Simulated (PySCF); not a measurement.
SiOCl2, SMILES Cl[Si](=O)Cl. The structure is a stationary point at PBE0-D3(BJ)/def2-SVP.

Q: Give the equilibrium geometry at PBE0-D3(BJ)/def2-SVP (PySCF confirms it by a frequency run) as a Z-matrix, and its point group. (An estimate is asked for; the answer gives what the named calculation found.)

A: point group C2v.
```
Si
O 1 1.5207
Cl 1 2.0220 2 126.00
Cl 1 2.0220 2 126.00 3 180.00
```
Charge 0, spin multiplicity 1.
